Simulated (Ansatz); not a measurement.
CH₄, charge +1, doublet, geometry from GFN2-xTB (a state made from the parent by changing its charge; the spin is typed, not shown lowest); MP2 on PBE0/6-311G** run with Ansatz (an electronic-structure program).

Here is a job for Ansatz.
Ansatz 0.2 input:
```yaml
crystal:
  periodic: [false, false, false]
  atoms:
    - {symbol: C, position_ang: [0.00000000, 0.00000000, 0.00000000]}
    - {symbol: H, position_ang: [-0.85703434, -0.14794203, -0.69179741]}
    - {symbol: H, position_ang: [0.19787981, 1.08062454, -0.16754862]}
    - {symbol: H, position_ang: [-0.37963998, -0.53941635, 0.89436114]}
    - {symbol: H, position_ang: [1.03879451, -0.39326616, -0.03501511]}
basis:
  gaussian:
    orbitals: 6-311G__.json
hamiltonian:
  xc: pbe0
total_charge: 1
magnetization: {spin_polarized: true, initial_magnetization: 1}
correlation: {method: mp2}
```
The basis file holds 6-311G** in the JSON format of the Basis Set Exchange.

### Question
Predict the main parts of the log of this Ansatz run.

### Answer

```
Functional definition: PBE0
337 factors; integrals over basis functions are off by at most 1.1e-3 eV
mean field evaluation 1: about -1083.2920 eV, gradient 3.4e1 eV
mean field evaluation 2: about -1083.2897 eV, gradient 3.4e1 eV
mean field evaluation 4: about -1088.5315 eV, gradient 7.8e-1 eV
mean field evaluation 8: about -1088.5346 eV, gradient 4.8e-3 eV
mean field -1088.53459711 eV, -40.0029086084 hartree, gradient 6.5e-7 eV, S^2 0.752370; 0 other end points of the search recorded, 0 dependent functions left out
1 core orbitals not correlated
reference -1081.93436040 eV, -39.7603543833 hartree; 4, 3 occupied and 37, 38 virtual orbitals, 337 factors
second order -3.92870683 eV of doubles, -0.07808985 eV of singles
Total energy: -1085.94115708 eV, -39.9076014454 hartree
```
